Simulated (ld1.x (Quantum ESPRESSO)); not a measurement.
**Ranking TM potentials for S**

All share these settings but for the change named:

* Element: S (Z = 16)
* Generator: ld1.x (Quantum ESPRESSO) 7.5
* Type: norm-conserving Troullier–Martins (Kleinman–Bylander form)
* Functional: PBE
* Relativity: non-relativistic
* Frozen core: [Ne]
* Valence charge: 6
* Reference configuration: 3s2 3p4
* Partial waves: 3p (bound): rc 1.55 bohr; 3s (bound): rc 1.45 bohr
* Local potential: the s channel
* Core correction: none

Cutoff: the first of the cutoffs (Ry, on a coarse ladder) from which the occupation-weighted sum of valence levels, in a spherical-Bessel basis at the reference potential, stays within 10 and 1 mRy of its value at 400 Ry; the density cutoff is not measured.

The base gives 40 Ry.

Of 12 variants that were run, those that failed, showed a ghost or another fault, or gave nearly equal values are left out.

A variant can come out equal or close to the base.

Rank these variants from softest to hardest (loose cutoff).
A. local potential all-electron potential smoothed inside 1.10 bohr (lloc = -1)
B. wave 3p (bound): rc 1.55 bohr becomes 3p (bound): rc 2.08 bohr
C. local potential the p channel
D. wave 3s (bound): rc 1.45 bohr becomes 3s (bound): rc 2.00 bohr
E. all radii scaled by about 1.41 (s 2.04, p 2.18 bohr)

E (18 Ry), D (25 Ry), A (30 Ry), C (35 Ry), B (40 Ry).
